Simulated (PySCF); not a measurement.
A structure optimised at PBE0-D3(BJ)/def2-SVP, used in a PySCF frequency run:

```xyz
9

Se     0.0000     0.0000     0.7985
Si    -1.6892     0.0000    -0.7422
H     -2.9599     0.0000     0.0366
H     -1.6196    -1.2136    -1.6097
H     -1.6196     1.2136    -1.6097
Si     1.6892     0.0000    -0.7422
H      1.6196     1.2136    -1.6097
H      1.6196    -1.2136    -1.6097
H      2.9599     0.0000     0.0366
```
Charge 0, spin multiplicity 1.

**Question.** Write its SMILES, formula and point group.

**Answer.** [SiH3][Se][SiH3], H₆SeSi₂, C2v

**Question.** What are its rotational constants (standard atomic weights)?

**Answer.** 5.2591, 2.5989, 1.8135 GHz
